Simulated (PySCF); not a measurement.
# Radial density of He (helium, neutral)

UHF, 1s1 2p1, high-spin 3P determinant (an excited configuration). All numbers are calculated (PySCF 2.14, the spin-free X2C one-electron Hamiltonian (Gaussian nucleus), in x2c-QZVPPall with one added diffuse shell each of s, p, d type (5s4p3d1f, 39 functions)).

| r (bohr) | 4πr²ρ (e/bohr) | 4πr²(ρα − ρβ) |
| --- | --- | --- |
| 0.0134 | 0.005350 | 0.0054 |
| 0.0225 | 0.01463 | 0.0146 |
| 0.0379 | 0.03872 | 0.0387 |
| 0.0637 | 0.09862 | 0.0986 |
| 0.107 | 0.2332 | 0.2332 |
| 0.180 | 0.4904 | 0.4904 |
| 0.303 | 0.8467 | 0.8467 |
| 0.510 | 1.068 | 1.0676 |
| 0.858 | 0.8330 | 0.8330 |
| 1.44 | 0.4529 | 0.4529 |
| 2.43 | 0.4946 | 0.4946 |
| 4.08 | 0.08188 | 0.0819 |
| 6.87 | 1.145e-05 | 0.0000 |

Densities and radii are taken from the X2C orbitals without a picture-change correction, which distorts them close to the nucleus.

The outer electron is Rydberg-like, and this basis confines it to a smaller radius and binds it less than a complete one would.
